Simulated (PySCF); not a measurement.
Calculation: PySCF with ωB97X-D3(BJ)/def2-TZVP // PBE0-D3(BJ)/def2-TZVP. Isolated molecules, 0 K electronic values unless said otherwise. One relaxed conformer stands for a flexible species; it need not be the lowest. Excitations are Tamm–Dancoff values on a coarser integration grid. The basis has no diffuse functions, so Rydberg states are missing or too high.

Reference species (SMILES): `[NH2][GaH][NH2]` (neutral, multiplicity 1).

```yaml
S1 oscillator strength: 0.000
HOMO: -9.23 eV
HOMO–LUMO gap: 11.40 eV
T1 excitation (TDA): 5.68 eV
```

Changed species: `[NH2][Ga]([NH2])[NH2]` (0 of 3 NH2 replaced by H; the reference has 1 of 3 NH2 replaced by H).

**Question.** Give the shifts of the S1 oscillator strength, HOMO, HOMO–LUMO gap and T1 excitation (TDA).

**Answer.** the S1 oscillator strength is nearly the same; the HOMO falls by 0.08 eV, to -9.31 eV; the HOMO–LUMO gap drops by 0.04 eV, to 11.36 eV; the T1 excitation (TDA) decreases by 0.05 eV, to 5.63 eV.
